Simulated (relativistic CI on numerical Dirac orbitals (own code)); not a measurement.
**Transition arrays of In11+**

These numbers are calculated, not measured: Dirac-Coulomb-Breit CI, separate exchange-only KLI orbitals for each configuration, model QED (radiative potential, 1s self-energy scaled to tabulated hydrogen-like ionisation energies), valence Slater integrals scaled by 0.9, whole transition arrays (own radial code, finite nucleus).

Configuration list (outside the closed core [Ar] 3d10 4s2): 4p⁶4d², 4p⁶4d4f, 4p⁵4d³, 4p⁶4d5p, 4p⁶4d5f. Levels of other configurations are missing.

All E1 lines from the levels of 4p⁶4d²; mean and standard deviation are weighted by gf, and upper levels are sorted by their leading configuration.

| Upper configuration | Lines | Σgf | Mean (eV) | Mean (nm) | σ (eV) | Strongest line (nm) |
| --- | --- | --- | --- | --- | --- | --- |
| 4p⁶4d4f | 20 | 95.3 | 87.91 | 14.103 | 1.01 | 14.066 |
| 4p⁵4d³ | 527 | 241.5 | 88.70 | 13.978 | 3.35 | 13.705 |
| 4p⁶4d5p | 60 | 15.6 | 81.10 | 15.287 | 1.34 | 15.370 |
| 4p⁶4d5f | 81 | 0.0 | 131.77 | 9.409 | 2.31 | 9.345 |

Σgf per state of the lower configuration in bins of 0.05 nm over the central range (centre: value): 13.33: 0.06, 13.43: 0.05, 13.48: 0.05, 13.53: 0.08, 13.58: 0.05, 13.63: 0.09, 13.68: 0.17, 13.73: 0.71, 13.78: 0.21, 13.83: 0.60, 13.88: 0.55, 13.93: 0.88, 13.98: 0.31, 14.03: 0.46, 14.08: 1.56, 14.13: 0.39, 14.18: 0.48, 14.23: 0.15, 14.28: 0.20, 14.43: 0.05, 14.48: 0.09, 14.58: 0.04, 14.98: 0.03, 15.13: 0.02, 15.18: 0.05, 15.23: 0.02, 15.28: 0.04, 15.38: 0.12.

How do configuration mixing and the scaling of the Slater integrals move the arrays?

Slater scale 0.9, no configuration mixing: 4p⁶4d4f 77.7 ± 2.7 eV (Σgf 91.1), 4p⁵4d³ 84.7 ± 5.7 eV (Σgf 223.8), 4p⁶4d5p 80.9 ± 1.3 eV (Σgf 13.5), 4p⁶4d5f 133.0 ± 1.4 eV (Σgf 1.1); Slater scale 1: 4p⁶4d4f 89.5 ± 1.4 eV (Σgf 97.5), 4p⁵4d³ 90.6 ± 3.4 eV (Σgf 246.4), 4p⁶4d5p 81.1 ± 1.4 eV (Σgf 15.3), 4p⁶4d5f 131.8 ± 2.3 eV (Σgf 0.1); Slater scale 0.8: 4p⁶4d4f 86.3 ± 0.9 eV (Σgf 93.2), 4p⁵4d³ 86.8 ± 3.3 eV (Σgf 229.8), 4p⁶4d5p 82.2 ± 2.2 eV (Σgf 22.3), 4p⁶4d5f 132.4 ± 2.2 eV (Σgf 0.0). With mixing, levels are counted to their leading configuration, so an array can shrink or vanish into another, and the sums then hold other lines.
